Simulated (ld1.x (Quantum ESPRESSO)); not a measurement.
## Varying the TM potential for Pt

Base potential:

- Element: Pt (Z = 78)
- Generator: ld1.x (Quantum ESPRESSO) 7.5
- Type: norm-conserving Troullier–Martins (Kleinman–Bylander form)
- Functional: LDA (PZ)
- Relativity: fully relativistic
- Frozen core: [Xe] 4f14
- Valence charge: 10
- Reference configuration: 5d9.5 6s0.5 6p0
- Partial waves: 6p (bound, empty): rc 2.45 bohr; 5d (bound): rc 1.65 bohr; 5f channel at 0.05 Ry: rc 2.55 bohr; 6s (bound): rc 2.10 bohr
- Local potential: the s channel
- Core correction: Bessel-smoothed model core inside 1.45 bohr

Open shells are filled in proportion to 2j + 1 (rel_dist='average').

Cutoffs, loose and tight: the cutoffs (Ry, on a coarse ladder) from which the occupation-weighted sum of valence levels, in a spherical-Bessel basis at the reference potential, stays within 10 and 1 mRy of its value at 400 Ry. They do not see the model core or the augmentation charge, which bear on the density cutoff. Test errors are all-electron minus pseudo excitation energies from the reference, over the configurations 5d9 6s1 6p0; 5d9 6s0 6p0; 5d8 6s0 6p0; 5d8 6s1 6p0; 5d10 6s0 6p0; 5d8 6s1 6p1; 5d6 6s0 6p0. A dash means not determined; rows that change the core or the reference have their own tests.

A true bound ghost makes a file unfit for plane-wave use even where its test errors are small: the radial tests pick states by their node count and pass the ghost by.

Cutoffs are not given where the Bessel-basis levels miss the radial ones by over 6 mRy, ghosts where they miss by over 20 mRy; a channel whose overlap is not positive is not tested.

A file whose overlap is not positive is unfit for use, and its test errors describe a broken file.

| change | outcome | cutoff, loose | cutoff, tight | bound ghosts | largest test error (meV) |
| --- | --- | --- | --- | --- | --- |
| base | generated | 40 Ry | 60 Ry | none | -1208 |
| core [Kr] 4d10 4f14, valence charge 18; reference 5s2 5p6 5d9 6s1 6p0; waves now 5s (bound): rc 1.30 bohr; 5p (bound): rc 1.60 bohr; 5d (bound): rc 1.85 bohr; 5f channel at 0.05 Ry: rc 1.55 bohr; local potential all-electron potential smoothed inside 1.00 bohr (lloc = -1); core correction none | failed: run_pseudo: Errors in PS-KS equation | – | – | – | – |
| wave 5f channel at 0.05 Ry: rc 2.55 bohr becomes 5f channel at 1.54 Ry: rc 2.55 bohr | generated | 40 Ry | 60 Ry | none | -1208 |
| scalar-relativistic | generated | 40 Ry | 60 Ry | none | -1230 |
| type ultrasoft; waves now 6s (bound): rcut 1.85, rcutus 2.10 bohr; 6s channel at 2.9 Ry: rcut 1.85, rcutus 2.10 bohr; 6p (bound): rcut 2.15, rcutus 2.45 bohr; 6p channel at 0.9 Ry: rcut 2.15, rcutus 2.45 bohr; 5d (bound): rcut 1.45, rcutus 1.65 bohr; 5d channel at 2.7 Ry: rcut 1.45, rcutus 1.65 bohr; 5f channel at 0.05 Ry: rcut 2.20, rcutus 2.55 bohr; local potential all-electron potential smoothed inside 1.85 bohr (lloc = -1); augmentation PSQ, inside the norm-conserving radii | generated, overlap not positive | – | – | s, p3/2 (f7/2 not tested, overlap not positive) | -786 |

Q: What comes out with this change to the base: wave 5d (bound): rc 1.65 bohr becomes 5d (bound): rc 1.74 bohr?

A: outcome: generated; cutoff, loose: 40 Ry; cutoff, tight: 55 Ry; bound ghosts: none; largest test error (meV): -1210.

Q: What comes out with this change to the base: core correction none?

A: outcome: generated; cutoff, loose: 40 Ry; cutoff, tight: 60 Ry; bound ghosts: none; largest test error (meV): -732.
